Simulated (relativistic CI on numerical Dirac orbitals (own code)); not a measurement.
Line list: Electric-dipole lines, Te XVII

Computed by Dirac-Coulomb-Breit CI, orbitals from a KLI potential per configuration, a model potential for QED, unscaled Slater integrals (own radial code, finite nucleus).

CI space (outside the closed core [Ar] 3d10): 4s²4p⁶, 4s²4p⁵4d, 4s4p⁶4d, 4s²4p⁵4f, 4s4p⁶4f, 4s²4p⁵5s, 4s²4p⁵5p, 4s4p⁶5s, 4p⁶4d², 4p⁵4d³, 4p⁵4d²4f, 4p⁵4d²5s, 4p⁵4d²5p, 4p⁶4f², 4p⁵4d4f², 4p⁵4f³, 4p⁵4f²5s, 4p⁵4f²5p. Double excitations out of closed p, d and f shells are left out; levels of such configurations are missing from the list, as are those of other unlisted configurations, and high levels can miss mixing partners.

```tsv
λ vac (nm)	Lower	Upper	A (s⁻¹)	E lower (eV)	E upper (eV)
9.0247	4s²4p⁵4d ³F°4 [6]	4s²4p⁵5p ³D3 [36]	1.35e+11	76.752	214.136
11.270	4p⁶4d² ³F3 [51]	4p⁵4d³ ³D°2 [162]	7.09e+11	290.277	400.289
11.416	4p⁶4d² ³F4 [52]	4p⁵4d³ ³D°3 [163]	7.22e+11	291.816	400.419
11.537	4p⁶4d² ¹G4 [56]	4p⁵4d³ ¹F°3 [166]	7.26e+11	295.062	402.524
11.560	4s²4p⁶ ¹S0 [1]	4s²4p⁵4d ¹P°1 [13]	9.27e+11	0.000	107.257
11.573	4p⁶4d² ¹G4 [56]	4p⁵4d³ ¹G°4 [165]	9.59e+11	295.062	402.195
11.789	4p⁶4d² ³F4 [52]	4p⁵4d³ ³F°4 [160]	6.72e+11	291.816	396.982
11.854	4p⁶4d² ³F3 [51]	4p⁵4d³ ³F°3 [157]	3.91e+11	290.277	394.868
12.619	4s²4p⁵4d ³P°0 [2]	4s²4p⁵4f ³D1 [20]	1.58e+11	72.463	170.716
12.698	4s²4p⁵4d ³P°1 [3]	4s²4p⁵4f ³D2 [21]	1.74e+11	73.843	171.484
12.759	4p⁶4d² ¹G4 [56]	4p⁵4d³ ¹H°5 [155]	1.99e+11	295.062	392.238
12.772	4s4p⁶4d ³D2 [15]	4s4p⁶4f ³F°3 [45]	1.34e+11	141.143	238.222
12.799	4s²4p⁵4d ³P°1 [3]	4s²4p⁵4f ³D1 [20]	1.63e+11	73.843	170.716
12.918	4s²4p⁵4d ³P°2 [5]	4s²4p⁵4f ³D3 [23]	7.15e+10	76.483	172.457
12.939	4s²4p⁵4d ³P°2 [5]	4s²4p⁵4f ³F3 [22]	1.07e+11	76.483	172.307
12.979	4s4p⁶4d ³D3 [16]	4s4p⁶4f ³F°4 [46]	1.51e+11	142.814	238.339
13.051	4s²4p⁵4d ³P°2 [5]	4s²4p⁵4f ³D2 [21]	1.28e+11	76.483	171.484
13.064	4s²4p⁵4d ³F°2 [10]	4s²4p⁵4f ³G3 [26]	1.99e+11	88.102	183.005
13.158	4s²4p⁵4d ³F°3 [4]	4s²4p⁵4f ³G4 [19]	1.85e+11	76.373	170.599
13.188	4s²4p⁵4d ¹D°2 [7]	4s²4p⁵4f ³D3 [23]	1.45e+11	78.444	172.457
13.293	4s²4p⁵4d ³D°2 [11]	4s²4p⁵4f ³D3 [28]	2.25e+11	91.043	184.314
13.352	4s²4p⁵4d ³F°4 [6]	4s²4p⁵4f ³G5 [18]	1.94e+11	76.752	169.609
13.464	4s²4p⁵4d ¹F°3 [12]	4s²4p⁵4f ¹G4 [27]	1.97e+11	92.086	184.168
13.494	4s²4p⁵4d ³D°3 [8]	4s²4p⁵4f ³F4 [24]	1.83e+11	81.536	173.414
13.671	4s4p⁶4d ¹D2 [17]	4s4p⁶4f ¹F°3 [47]	1.93e+11	150.818	241.508
13.691	4s²4p⁵4d ³D°1 [9]	4s²4p⁵4f ³F2 [25]	1.36e+11	85.616	176.174
18.039	4s²4p⁵4f ³G5 [18]	4s4p⁶4f ³F°4 [46]	8.12e+10	169.609	238.339
18.335	4s²4p⁵4f ³G4 [19]	4s4p⁶4f ³F°3 [45]	6.24e+10	170.599	238.222
18.768	4s²4p⁵4d ³F°4 [6]	4s4p⁶4d ³D3 [16]	5.53e+10	76.752	142.814
19.142	4s²4p⁵4d ³F°3 [4]	4s4p⁶4d ³D2 [15]	4.85e+10	76.373	141.143
```

Terms are leading LS components. Brackets give the number of a level in order of energy, since labels repeat. The list gives strong lines, with weight on those to low levels, without lines whose two gauges differ by over a factor of 2.5, among the lowest 200 of 2405 levels, so that lines to higher ones, which can be the strongest, are missing. Levels whose partners in the same complex of configurations lie outside the list can be far off, and so can their lines. Rates are taken at the computed energies, electric ones in the length gauge.

At this charge energies of transitions that change n are usually good to better than 1 %, and those within a shell (Δn = 0) to a few per cent.

LS names give the leading component of a level, which can be under half, so a name can repeat, a term be missing and a line seem to break the LS rules.
